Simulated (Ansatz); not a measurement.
Start from `C=NC(F)[SiH2]N` and change one atom or group to get `C=NC(F)O[SiH3]`.

Ansatz, PBE0-D4/def2-TZVP geometries, multiplicity 1. Each molecule was computed in one conformer, which needn't be the lowest.

```tsv
property	`C=NC(F)[SiH2]N`
LUMO energy (ωB97M-V/def2-TZVPP) / eV	1.60
HOMO–LUMO gap (PBE/def2-TZVPP) / eV	4.48
HOMO energy (ωB97M-V/def2-TZVPP) / eV	-9.63
HOMO–LUMO gap (PBE0/def2-TZVPP) / eV	6.84
HOMO energy (PBE0/def2-TZVPP) / eV	-7.37
HOMO energy (B3LYP/def2-TZVPP) / eV	-7.18
```

**Question.** Give the same properties after the change, and the shifts. (Estimate.)

**Answer.** The calculation gave: 
```
                             property  `C=NC(F)O[SiH3]`  shift
LUMO energy (ωB97M-V/def2-TZVPP) / eV              0.96  -0.64
  HOMO–LUMO gap (PBE/def2-TZVPP) / eV              4.41  -0.07
HOMO energy (ωB97M-V/def2-TZVPP) / eV            -10.61  -0.98
 HOMO–LUMO gap (PBE0/def2-TZVPP) / eV              7.02   0.18
   HOMO energy (PBE0/def2-TZVPP) / eV             -8.26  -0.89
  HOMO energy (B3LYP/def2-TZVPP) / eV             -8.04  -0.86
```

With PBE0 the HOMO falls by 0.89 eV and the LUMO falls by 0.71 eV, so the gap widens by about 0.18 eV. PBE moves the HOMO by -0.70 eV and ωB97M-V by -0.98 eV.

B3LYP here is the variant with VWN-RPA as its local correlation; programs differ in this.
